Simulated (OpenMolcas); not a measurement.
A calculation on Ru²⁺.

```yaml
Program: OpenMolcas
Method: "SS-RASPT2, IPEA 0.25 Eh, imaginary shift 0.1 Eh (closed shells correlated: 4s 4p)"
Basis: ANO-RCC-VTZP [7s6p4d2f1g]
Scalar_Hamiltonian: DKH2, point nucleus
Active_space: 6 electrons in 9 orbitals (RAS2 4d 5s; RAS3 5p, at most 2 electrons)
State_averaging: 2S+1 = 5 even, 30 roots; 2S+1 = 7 even, 1 root kept (CI in the orbitals of an earlier block); 2S+1 = 3 even, 87 roots kept (CI in the orbitals of an earlier block); 2S+1 = 1 even, 85 roots kept (CI in the orbitals of an earlier block); 2S+1 = 5 odd, 54 roots (12 in the spin-orbit step); 2S+1 = 7 odd, 3 roots kept (CI in the orbitals of an earlier block); 2S+1 = 3 odd, 89 roots kept (CI in the orbitals of an earlier block, 0 in the spin-orbit step); 2S+1 = 1 odd, 31 roots kept (CI in the orbitals of an earlier block, 0 in the spin-orbit step)
Spin-orbit_coupling: state interaction with AMFI integrals over the reference wave functions, term energies averaged over their components
```

Which level of the active space comes out lowest?

4d6 5D4, with 98 % of that term; it is also the measured ground level.

How high does 4d6 5D0 lie?

2640 cm-1 above the lowest level; measured 2476 cm-1 above the ground level, so the calculation is off by +6 %.

How high does 4d6 5D2 lie?

1941 cm-1 above the lowest level; measured 1826 cm-1 above the ground level, so the calculation is off by +6 %.

How high does 4d6 3F2(1) lie?

18100 cm-1 above the lowest level.

The level at 15880 cm-1 has J = 4. What is it made of, and what is its g factor?

36 % 4d6 3H4, 35 % 4d6 3F(1), 20 % 4d6 3G; g = 1.028, against 0.800 from Landé's formula for the pure leading term.

Measured values: Moore, Atomic Energy Levels, vol. III, NSRDS-NBS 35 (1971 reprint of NBS Circular 467, 1958).

CASPT2 breaks the degeneracy within a term, and the mean is taken; among the terms shown or strongly mixed into the levels shown the widest spread is 130 cm-1 (4d6 3F(1)). Some high roots are left out of the spin-orbit mixing, which shifts the levels that they would mix with. Terms from blocks run as CI alone lack orbitals of their own. Computed and measured levels are paired by configuration, term and J; levels that our copy of the source lacks, or whose pairing is in doubt (as where it misses far off the trend of its configuration), stay unpaired and out of the deviations. Levels of configurations outside the active space are missing.

A number in round brackets counts repeated terms of one configuration in the order of the reference energies.
